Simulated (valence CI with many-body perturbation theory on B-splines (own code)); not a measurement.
**Rh XL: calculated level list**

Computed by valence CI with perturbative core correlation (CI+MBPT): four valence electrons over a frozen Dirac-Fock core [He], a basis of 11 s, 11 p, 10 d, 8 f, 5 g, 2 h functions for each j, with the one-electron correlation potential Σ1, the two-electron term Σ2, the three-electron term Σ3, Breit, model QED; selected CI, second order for the rest, scaled by the run's own slope (own B-spline code, finite nucleus).

No measured spectrum was set against this ion. As an estimate, large intervals hold to a few tenths of a per cent, small ones and those within an open d or f shell to about a per cent. Among the levels kept, up to 980 cm⁻¹ of a level comes from second order outside the variational space, and about a tenth of that is noise between levels of different J, which matters for small intervals.

Levels 46 to 90 of 204, with energies above the lowest level, (2s^2 2p1/2^2) J=0. "Leading %" is the weight of the configuration and term that name the level; weights of strongly mixed levels are sums over their largest components and can fall short. In the jj column 3d3/2^4 stands for four electrons in 3d with j = 3/2. Lifetimes count E1, E2, E3, M1 and M2 decay at the calculated energies, and are blank where another channel may lead or the interval is too uncertain; long ones can be off by a factor of two.

```
No.  Configuration  Term  J  E (× 10³ cm⁻¹)  Leading %    Second component  Lifetime      g                   Leading jj
 46      2s 2p2 3d    5F  2           29077         30   20 % 2s 2p2 3d 3D   28.3 fs  1.202      2s 2p1/2^2 3d3/2 (82 %)
 47      2s 2p2 3s    3P  1           29086         71   15 % 2s 2p2 3s 5P   32.7 fs  1.582     2s 2p1/2 2p3/2 3s (93 %)
 48      2s 2p2 3s    5P  3           29151         38   32 % 2s 2p2 3s 3D   11.9 fs  1.465     2s 2p1/2 2p3/2 3s (66 %)
 49      2s2 2p 3p    1S  0           29196         69   26 % 2s2 2p 3p 3P    301 fs             2s^2 2p3/2 3p3/2 (94 %)
 50      2s 2p2 3d    5D  3           29225         19   17 % 2s 2p2 3d 3D   11.8 fs  1.406      2s 2p1/2^2 3d5/2 (70 %)
 51      2s 2p2 3s    3P  2           29286         43   25 % 2s 2p2 3s 3D   35.1 fs  1.284     2s 2p1/2 2p3/2 3s (89 %)
 52      2s 2p2 3d    3F  2           29315         37   21 % 2s 2p2 3d 1D   6.57 fs  0.983      2s 2p1/2^2 3d5/2 (82 %)
 53      2s 2p2 3p   5P°  1           29316         39  31 % 2s 2p2 3p 5D°   39.6 fs  1.903  2s 2p1/2 2p3/2 3p1/2 (98 %)
 54      2s2 2p 3d   3D°  2           29352         27  25 % 2s2 2p 3d 1D°   5.85 fs  1.120      2s^2 2p3/2 3d3/2 (60 %)
 55      2s 2p2 3p   5D°  2           29388         33  15 % 2s2 2p 3d 1D°   37.7 fs  1.269  2s 2p1/2 2p3/2 3p1/2 (65 %)
 56      2s2 2p 3d   3F°  3           29398         44  32 % 2s2 2p 3d 3D°   4.98 fs  1.151      2s^2 2p3/2 3d3/2 (79 %)
 57      2s2 2p 3d   3F°  4           29421         97                        111 ps  1.243      2s^2 2p3/2 3d5/2 (97 %)
 58      2s2 2p 3d   3P°  1           29428         62  32 % 2s2 2p 3d 3D°   4.70 fs  1.151      2s^2 2p3/2 3d3/2 (95 %)
 59      2s2 2p 3d   3P°  0           29435         98                       5.65 fs             2s^2 2p3/2 3d3/2 (98 %)
 60      2s2 2p 3d   3P°  2           29489         50  24 % 2s2 2p 3d 3D°   5.85 fs  1.293      2s^2 2p3/2 3d5/2 (87 %)
 61      2s 2p2 3s    3D  1           29517         70   17 % 2s 2p2 3s 1P   32.1 fs  0.691     2s 2p1/2 2p3/2 3s (96 %)
 62      2s 2p2 3p   3D°  3           29542         34  20 % 2s 2p2 3p 5D°   23.6 fs  1.287  2s 2p1/2 2p3/2 3p1/2 (82 %)
 63      2s 2p2 3s    1D  2           29555         35   34 % 2s 2p2 3s 3D   61.6 fs  1.192     2s 2p1/2 2p3/2 3s (95 %)
 64      2s 2p2 3s    3P  0           29565         91    4 % 2s 2p2 3s 1S   30.1 fs            2s 2p1/2 2p3/2 3s (90 %)
 65      2s 2p2 3s    3P  1           29566         56   21 % 2s 2p2 3s 1P   44.3 fs  1.560     2s 2p1/2 2p3/2 3s (91 %)
 66      2s2 2p 3d   1F°  3           29583         53  34 % 2s2 2p 3d 3D°   3.35 fs  1.144      2s^2 2p3/2 3d5/2 (71 %)
 67      2s2 2p 3d   1P°  1           29617         67  18 % 2s2 2p 3d 3P°   4.59 fs  1.032      2s^2 2p3/2 3d5/2 (96 %)
 68      2s 2p2 3p   3P°  2           29678         36  28 % 2s 2p2 3p 5S°   42.2 fs  1.576  2s 2p1/2 2p3/2 3p1/2 (94 %)
 69      2s 2p2 3p   5D°  3           29694         48  36 % 2s 2p2 3p 5P°    118 fs  1.517  2s 2p1/2 2p3/2 3p3/2 (97 %)
 70      2s 2p2 3p   5P°  1           29735         32  23 % 2s 2p2 3p 3D°   22.2 fs  1.641  2s 2p1/2 2p3/2 3p3/2 (97 %)
 71      2s 2p2 3p   3D°  2           29802         48  18 % 2s 2p2 3p 5P°   21.9 fs  1.437  2s 2p1/2 2p3/2 3p3/2 (95 %)
 72      2s 2p2 3p   3P°  0           29843         48  31 % 2s 2p2 3p 5D°   64.6 fs         2s 2p1/2 2p3/2 3p3/2 (67 %)
 73      2s 2p2 3p   3F°  2           29869         49  27 % 2s 2p2 3p 1D°   35.4 fs  0.886  2s 2p1/2 2p3/2 3p1/2 (96 %)
 74      2s 2p2 3p   3D°  1           29878         66   8 % 2s 2p2 3p 3S°   41.5 fs  0.835  2s 2p1/2 2p3/2 3p1/2 (89 %)
 75      2s 2p2 3p   5D°  4           29896         53  46 % 2s 2p2 3p 3F°   7.68 ps  1.372  2s 2p1/2 2p3/2 3p3/2 (95 %)
 76      2s 2p2 3p   3P°  0           29915         87  10 % 2s 2p2 3p 1S°   11.5 fs         2s 2p1/2 2p3/2 3p1/2 (64 %)
 77      2s 2p2 3p   3P°  2           29949         54  16 % 2s 2p2 3p 1D°   23.2 fs  1.412  2s 2p1/2 2p3/2 3p3/2 (95 %)
 78      2s 2p2 3p   1P°  1           30006         38  27 % 2s 2p2 3p 3P°   11.6 fs  1.261  2s 2p1/2 2p3/2 3p3/2 (89 %)
 79      2s 2p2 3p   3D°  3           30019         45  25 % 2s 2p2 3p 1F°   21.7 fs  1.316  2s 2p1/2 2p3/2 3p3/2 (94 %)
 80      2s 2p2 3d    5F  2           30068         45   15 % 2s 2p2 3d 3P   16.3 fs  1.206  2s 2p1/2 2p3/2 3d3/2 (97 %)
 81      2s 2p2 3p   3D°  1           30068         35  26 % 2s 2p2 3p 1P°   35.7 fs  1.082  2s 2p1/2 2p3/2 3p1/2 (94 %)
 82      2s 2p2 3d    5D  1           30072         56   20 % 2s 2p2 3d 5F   23.7 fs  1.243  2s 2p1/2 2p3/2 3d3/2 (97 %)
 83      2s 2p2 3d    5D  0           30072         87   12 % 2s 2p2 3d 3P    109 fs         2s 2p1/2 2p3/2 3d3/2 (98 %)
 84      2s 2p2 3d    5F  3           30103         61   15 % 2s 2p2 3d 5P   13.5 fs  1.271  2s 2p1/2 2p3/2 3d3/2 (80 %)
 85      2s 2p2 3d    5F  4           30137         55   35 % 2s 2p2 3d 5D    205 fs  1.376  2s 2p1/2 2p3/2 3d5/2 (95 %)
 86      2s 2p2 3d    3F  2           30254         28   22 % 2s 2p2 3d 3P   8.07 fs  1.270  2s 2p1/2 2p3/2 3d5/2 (96 %)
 87      2s 2p2 3p   3D°  2           30261         36  27 % 2s 2p2 3p 3P°   37.0 fs  1.271  2s 2p1/2 2p3/2 3p3/2 (91 %)
 88      2s 2p2 3d    3F  4           30268         37   23 % 2s 2p2 3d 5D    991 fs  1.264  2s 2p1/2 2p3/2 3d3/2 (74 %)
 89      2s 2p2 3d    3F  3           30269         43   34 % 2s 2p2 3d 5P   5.90 fs  1.308  2s 2p1/2 2p3/2 3d5/2 (54 %)
 90      2s 2p2 3p   3F°  3           30269         45  33 % 2s 2p2 3p 3D°   36.0 fs  1.150  2s 2p1/2 2p3/2 3p3/2 (97 %)
```
